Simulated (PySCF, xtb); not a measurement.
CHF2, SMILES F[CH]F (connectivity only; charge and spin as stated), charge +1, multiplicity 1.

Harmonic wavenumbers (cm⁻¹) from GFN2-xTB (xtb) at its own minimum, in rising order: 576, 858, 1111, 1327, 1550, 2795.

Task: What does PBE-D3(BJ)/def2-TZVP in PySCF 2.14.0 give at its own minimum? (Estimate from the structure and the level; the computed values follow.)

Result: 646, 1032, 1265, 1340, 1578, 3053. Paired by order, the mean absolute difference is 116 cm⁻¹ and the zero-point energies are 11.7 and 12.7 kcal/mol.
